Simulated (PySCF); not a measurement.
Does the structure fit the spectrum?

A compound C7H4F3N gives the data below (simulated from a calculation) and was assigned the structure `CC#C[C@H](C#N)C(F)=C(F)F`.

¹³C{¹H} NMR (computed): δ 142.8 (CH), 138.3 (C), 132.1 (C), 110.7 (C), 83.9 (C), 79.4 (C), 22.0 (CH3).

¹H NMR (400 MHz, computed): δ 6.56 (m, 1H), 2.32 (s, 3H).

- shielding tensors at PBE0/pcSseg-1 (GIAO)
- coordinates at the GFN2-xTB level
- code: PySCF 2.14
- equivalent nuclei averaged, non-relativistic Hamiltonian, single conformer, gas phase

Referencing at the same level of theory: ¹H (σref 31.72) and ¹³C (σref 186.93) against TMS.

Q: Compare with the shifts computed for the proposed structure, pairing carbons in order of shift.

A: Structure with atom numbers: `[CH3:1][C:2]#[C:3][C@H:4]([C:5]#[N:6])[C:7]([F:8])=[C:9]([F:10])[F:11]` (H(Xn): hydrogen on atom n).

| atom | computed for proposal | given list | difference |
| --- | --- | --- | --- |
| C9 | 168.6 | 142.8 | +25.8 |
| C7 | 136.4 | 138.3 | -1.9 |
| C5 | 118.8 | 132.1 | -13.3 |
| C2 | 91.9 | 110.7 | -18.8 |
| C3 | 72.6 | 83.9 | -11.3 |
| C4 | 24.4 | 79.4 | -55.0 |
| C1 | 4.3 | 22.0 | -17.7 |

The rms difference is 25.8 ppm and the largest -55.0 ppm at C4 (allylic sp3 CH). The carbon types in order of shift don't match either: C, C, C, C, C, CH, CH3 for the proposal against CH, C, C, C, C, C, CH3 in the data. The proposal doesn't fit.

Q: Which isomer fits?

A: SMILES C/C(C#CC#N)=C\C(F)(F)F.

- Carbon types of the structure: 5 × C, 1 × CH, 1 × CH3, which accounts for all hydrogens.
- δC 142.8: alkene CH; an sp2 carbon of a C=C bond.
- δC 138.3: fully substituted alkene carbon; an sp2 carbon of a C=C bond.
- δC 110.7: nitrile carbon; typical of a nitrile.
- δC 83.9, 79.4: alkyne carbon; the triple bond shields along its axis, which puts it between sp3 and sp2 carbons.

Other isomers checked: FC(F)=C(F)c1ccccn1 (rms 50.8 ppm).

The data come from this structure; uniqueness wasn't tested.

Splittings by ¹⁹F in the carbon and heteronuclear signals aren't shown, as no couplings were computed. Shifts are as computed. Against solution values, carbons near 30 ppm lie about +3 ppm off and those near 130 ppm about +5 ppm. Of 1211 compounds with measured shifts, 218 miss one by over three times the rms of a fit or turn the order of signals round; such compounds aren't used in these exercises. Multiplicities follow the n + 1 count of equivalent neighbours, as no J values were calculated; m marks all less simple cases, F and P coupling included.
